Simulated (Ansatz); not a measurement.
C2H3N3, SMILES n1cn[nH]c1.

Coordinates come from a TPSSh-D3(BJ)/def2-SVP optimisation.

Two levels are set side by side: PBE/def2-SVPD (Ansatz, a quantum-chemistry and plane-wave program) and PBE0/def2-SVPD (Ansatz). Energy differences of separate SCF runs at the same geometry; the states with an electron removed or added have multiplicity 2 and 2. Differences are taken from unrounded values.

```json
[
 {"quantity": "vertical ionisation energy (eV)", "PBE0": "10.30"},
 {"quantity": "vertical singlet–triplet gap (eV)", "PBE0": "4.75"}
]
```

What does PBE give, and how far is it from PBE0? (Estimate from the structure and the level; the computed values follow.)


```
quantity                             PBE  PBE minus PBE0
---------------------------------  -----  --------------
vertical ionisation energy (eV)    10.20           -0.10
vertical singlet–triplet gap (eV)   4.91            0.16
```
